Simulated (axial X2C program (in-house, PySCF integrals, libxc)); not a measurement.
# GeTe: from the spin-free to the two-component result

Computed with an axial X2C code built on PySCF integrals. Spin-free means the one-electron spin-free X2C Hamiltonian; two-component (2c) means X2C with spin–orbit coupling and atomic mean-field two-electron Coulomb and Gaunt terms, so the difference of the two also holds small scalar two-electron terms. Basis: Te dyall-cv3z [11s12p8d4f1g], Ge dyall-cv3z [9s9p7d4f1g] (cores contracted in-house); Gaussian nuclei, density fitting, unrestricted open shells. Masses: Te 129.906 u, Ge 73.921 u.

Spin-free state: M_S = 0, Λ = 0 (closed shell); fragments Te + Ge.

```csv
level,Re (Å),ωe (cm⁻¹),De (eV),μ (D)
PBE0,2.336,332.5,4.343,1.38
HF,2.323,351.4,2.068,2.00
CCSD,2.351,332.8,3.887,n/a
CCSD(T),2.369,317.4,4.192,n/a
M06,2.355,325.2,4.536,1.27
```

Correlated methods: 10 electrons correlated (number of frozen shells: Te 4 s, 3 p, 2 d; Ge 3 s, 2 p, 1 d), 284 virtual spin orbitals or spinors in MP2, 110 natural virtuals in coupled cluster.

Dipoles are positive if Ge is the positive end.

Two-component determinant lowest at the distance of the search:

Ω = 0 (closed shell); fragments Te + Ge.

```json
{"level": "PBE0", "Re (Å)": "2.340", "ωe (cm⁻¹)": "329.7", "μ (D)": "1.34"}
{"level": "HF", "Re (Å)": "2.328", "ωe (cm⁻¹)": "347.4", "μ (D)": "1.94"}
{"level": "CCSD", "Re (Å)": "2.355", "ωe (cm⁻¹)": "329.6", "μ (D)": "n/a"}
{"level": "CCSD(T)", "Re (Å)": "2.372", "ωe (cm⁻¹)": "315.8", "μ (D)": "n/a"}
{"level": "M06", "Re (Å)": "2.359", "ωe (cm⁻¹)": "322.0", "μ (D)": "1.23"}
```

(1) From the two tables, how do the constants change at the CCSD(T) level (2c against spin-free)?

One determinant describes the state; a PBE0 search over occupations chose it and may have missed a lower one. Closed shells are restricted here (equal orbitals for both partners); the stretched side of such a curve lies too high. Dissociation energies refer to the lowest single-determinant-based atoms at the same level and basis. De is not given where an atomic determinant may have missed its ground term or J level, or where the truncated virtual space spoils (T). CCSD and (T) use frozen natural virtuals with an MP2 correction for the truncation; (T) itself is uncorrected, so its De runs slightly low. Without a current term, density functionals place determinants with orbital angular momentum somewhat too high. The T1 diagnostic is large, a sign of multireference character. With the outer-core shells frozen, correlated bond lengths of heavy atoms tend to come out a few hundredths of an ångström too long.

## Answers

(1) At the CCSD(T) level Re increases by 0.003 Å and ωe falls by 1.6 cm⁻¹.
